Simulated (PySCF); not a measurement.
`FC(F)CS[SiH2]F`. Level of theory: PySCF 2.14.0, PBE0-D3(BJ)/def2-SVP geometry optimisation, gas phase.

```
atom  x, y, z in Å
F1     3.3555    0.2302   -0.8369
Si2    1.9666    0.2213    0.0038
S3     0.6024   -0.9788   -1.1423
C4    -0.9404   -0.0862   -0.7848
C5    -1.4377   -0.3251    0.6191
F6    -0.5305    0.1552    1.5116
F7    -2.5887    0.3483    0.8118
H8     1.4342    1.6070    0.0745
H9     2.2916   -0.3538    1.3319
H10   -1.6908   -0.4523   -1.4999
H11   -0.8249    0.9980   -0.9393
H12   -1.6000   -1.3927    0.8439
```

Problem. Where is the centre of mass (commonest isotopes), and what is the radius of gyration?

Solution. Mass 145.983 u; centre at (0.341, -0.107, -0.071) Å; Rg = √(Σ m r²/M) = 2.138 Å. As Ia + Ib + Ic = 2 Σ m r², the three principal moments sum to 1335.0 u·Å².

Problem. What is the longest distance between nuclei?

Solution. F1···F7, 6.17 Å; the next longest distance is 5.48 Å.

Problem. Work out the bond lengths Si2–H8, Si2–H9, S3–C4, C4–C5, C4–H11, C5–F7 in Å.

Solution. For Si2–H8 the difference vector is (-0.5324, 1.3857, 0.0707) Å, of length 1.4861 Å. Si2–H8 1.486; Si2–H9 1.483; S3–C4 1.818; C4–C5 1.508; C4–H11 1.101; C5–F7 1.347 Å.

Problem. How far apart are these pairs, which share no bond: F1···F6, C4···F7, C4···H8, F7···H11, H8···H11?

Solution. F1···F6 4.541 Å (5 bonds apart); C4···F7 2.336 Å (2 bonds apart); C4···H8 3.040 Å (3 bonds apart); F7···H11 2.569 Å (3 bonds apart); H8···H11 2.550 Å (4 bonds apart).

Problem. What is the repulsion energy of the bare nuclei, Σ ZA·ZB/RAB?

Solution. 477.53 Eh over 66 pairs, with full nuclear charges and distances in bohr; the largest single term is 55.18 Eh (Si2 with S3).

Problem. Write the matrix of distances between heavy atoms (Å, lower triangle).

Solution. 
```
F1    0.000
Si2   1.624  0.000
S3    3.022  2.148  0.000
C4    4.308  3.028  1.818  0.000
C5    5.040  3.502  2.773  1.508  0.000
F6    4.541  2.918  3.100  2.345  1.360  0.000
F7    6.170  4.628  3.970  2.336  1.347  2.182  0.000
```

No PBE0-D3(BJ)/def2-SVP frequencies stand behind this structure, so it isn't proved a minimum. The numbers are those of one conformer.

The run took 53 s on one thread of an Arm Neoverse V2 (shared host), and the process peaked at 0.55 GiB of memory. These figures are those of the optimisation.
